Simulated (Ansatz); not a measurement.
Compare A (`[F][AlH][O][SiH3]`) with its isomer B (`O[SiH](F)[AlH2]`).

Computed with Ansatz on PBE0-D4/def2-TZVP structures; ΔE is electronic, products minus reactants. CCSD(T)/CBS adds triple-zeta CCSD(T) − MP2 to the extrapolated MP2 energy (def2 sets, frozen cores). This one scheme is used for every species. Functionals use def2-TZVPP. B3LYP here is the variant with VWN-RPA as its local correlation; programs differ in this. One conformer a species, not always the lowest.

(1) Which isomer does CCSD(T)/CBS put lower? Give the gap. (Estimate.)

(2) Give E(B) − E(A) in kcal/mol with r2SCAN-D4, B2PLYP, B3LYP, B3LYP-D4, PBE0-D4, ωB97M-V, MP2/def2-TZVPP. (Best estimate.)

Largest T1 diagnostic: 0.012.

Answers

(1) Computed: A, by 52.3 kcal/mol.

(2) Computed: r2SCAN-D4 51.8, B2PLYP 53.8, B3LYP 52.2, B3LYP-D4 51.9, PBE0-D4 47.5, ωB97M-V 52.1, MP2/def2-TZVPP 55.5. None reverses the order clearly.

From PBE to PBE0 (25 % exact exchange), in def2-TZVPP and without D4, E(B) − E(A) moves by +1.5 kcal/mol. At CCSD(T), def2-SVP lies +5.2 kcal/mol from the extrapolated value and def2-TZVPP +0.4 kcal/mol.
